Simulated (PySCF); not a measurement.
# Which enantiomer?

Level of theory: TDDFT PBE0/def2-SVPD circular dichroism and optical rotation, one conformer, gas phase in PySCF. Geometry: GFN2-xTB.

States above about 8.0 eV (minus the energy of the highest occupied orbital) lie near or above the ionisation threshold and depend on the basis.

Values for one enantiomer of C6H8Cl2, R in 10⁻⁴⁰ esu² cm² (velocity form):
| λ (nm) | f | R |
| --- | --- | --- |
| 188 | 0.006 | +1.9 |
| 181 | 0.002 | +3.2 |
| 177 | 0.002 | -0.5 |
| 169 | 0.002 | -1.3 |
| 163 | 0.054 | -6.2 |
| 159 | 0.029 | +24.4 |
| 158 | 0.003 | -4.5 |
| 156 | 0.016 | -12.9 |
| 156 | 0.014 | -4.8 |
| 155 | 0.013 | +13.7 |
| 153 | 0.011 | -8.4 |
| 152 | 0.004 | -0.1 |
| 151 | 0.022 | -30.8 |
| 150 | 0.011 | -18.6 |
| 149 | 0.013 | +28.5 |
| 148 | 0.008 | +13.2 |

[α] at 589.3 nm: -53 deg dm⁻¹ (g/mL)⁻¹ (origin-invariant length gauge).

(1) Which structure gives these signs?
A. Cl[C@H]1C[C@]2(Cl)CC[C@H]12
B. Cl[C@@H]1C[C@@]2(Cl)CC[C@@H]12

Answers

(1) B. Its CIP labels in SMILES order are R, S, S; the other enantiomer gives every sign reversed.

Geometry of Cl[C@@H]1C[C@@]2(Cl)CC[C@@H]12 as run:
```xyz
16

Cl   -2.521    1.797   -0.002
C    -1.165    0.767   -0.503
C    -1.324   -0.714   -0.122
C    -0.039   -0.624    0.710
Cl   -0.138   -1.258    2.352
C     1.271   -0.893   -0.040
C     1.398    0.612   -0.347
C     0.078    0.881    0.392
H    -0.992    0.969   -1.560
H    -2.206   -0.899    0.487
H    -1.302   -1.420   -0.950
H     1.168   -1.545   -0.904
H     2.060   -1.276    0.602
H     2.256    1.081    0.127
H     1.387    0.873   -1.403
H     0.063    1.658    1.149
```
